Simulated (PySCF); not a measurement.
Telling isomers of C$_{7}$H$_{10}$Cl$_{2}$ apart by NMR

PySCF calculation with NMR shieldings at PBE0/pcSseg-1/GIAO and coordinates at the GFN2-xTB level; single conformer, in vacuum, averaged over atoms made equivalent by symmetry, fast rotation or ring inversion, non-relativistic.

References, each an isolated molecule treated in the same way: TMS for 1H (σ = 31.72 ppm), 13C (σ = 186.93 ppm). Where no couplings were computed, multiplicities follow the n + 1 count of equivalent neighbours, and m marks all less simple cases (inequivalent or close neighbours, rings, F or P nearby). Shifts are as computed. Against solution values, carbons near 30 ppm lie about +3 ppm off and those near 130 ppm about +5 ppm; carbons on Cl a further +6 ppm. Of 1211 compounds with measured shifts, 218 miss one by over three times the rms of a fit or turn the order of signals round; such compounds aren't used in these exercises. Carbons bonded to Cl come out too deshielded.

(1) Tabulate the signals of `C=CC/C=C(\C)C(Cl)Cl`, `CC1CC(=CC(Cl)Cl)C1`, `ClC=C1CCC(Cl)CC1` and their relative energies.

(2) What is the quickest way to tell C=CC/C=C(\C)C(Cl)Cl from ClC=C1CCC(Cl)CC1?

(3) What is the quickest way to tell C=CC/C=C(\C)C(Cl)Cl from CC1CC(=CC(Cl)Cl)C1?

(4) What is the quickest way to tell CC1CC(=CC(Cl)Cl)C1 from ClC=C1CCC(Cl)CC1?

Answers

(1) 
```tsv
SMILES	carbon types	δC	δH	E rel. (kcal/mol)
C=CC/C=C(\C)C(Cl)Cl	1×C 3×CH 2×CH2 1×CH3	143.9, 143.6, 134.2, 123.1, 92.3, 39.1, 12.2	6.21 (s, 1H), 5.83 (m, 1H), 5.65 (t, 1H), 5.46 (m, 1H), 5.33 (m, 1H), 2.92 (m, 2H), 2.16 (s, 3H)	30.2
CC1CC(=CC(Cl)Cl)C1	1×C 3×CH 2×CH2 1×CH3	148.3, 133.6, 82.1, 38.1, 35.4, 25.6, 24.5	6.15 (d, 1H), 5.79 (d, 1H), 3.01 (m, 1H), 2.97 (m, 1H), 2.40 (m, 1H), 2.33 (m, 1H), 2.25 (m, 1H), 1.18 (d, 3H)	28.5
ClC=C1CCC(Cl)CC1	1×C 2×CH 4×CH2	149.6, 121.5, 64.1, 40.1, 38.6, 31.8, 26.1	5.94 (s, 1H), 4.41 (m, 1H), 2.98 (m, 1H), 2.92 (m, 1H), 2.60 (m, 1H), 2.06 (m, 1H), 2.06 (m, 1H), 1.96 (m, 1H), 1.63 (m, 1H), 1.61 (m, 1H)	0.0
```

Energies are electronic energies at PBE0/pcSseg-1 on these geometries, without zero-point or thermal terms, each for the one conformer computed, which needn't be the lowest.

(2) Both give the same number of carbon signals, but DEPT or the intensities differ. The first has a terminal =CH2 carbon at 123.1 ppm, the second an sp3 CH bonded to Cl at 64.1 ppm. Their most deshielded carbons lie at 143.9 and 149.6 ppm.

(3) Both give the same number of carbon signals, with the same numbers of each carbon type, so the positions decide. The first has a terminal =CH2 carbon at 123.1 ppm, the second an sp3 CH in a ring at 25.6 ppm. Their most deshielded carbons lie at 143.9 and 148.3 ppm.

(4) Both give the same number of carbon signals, but DEPT or the intensities differ. The first has a methyl carbon (CH3) at 24.5 ppm, the second an sp3 CH bonded to Cl at 64.1 ppm. Their most deshielded carbons lie at 148.3 and 149.6 ppm.
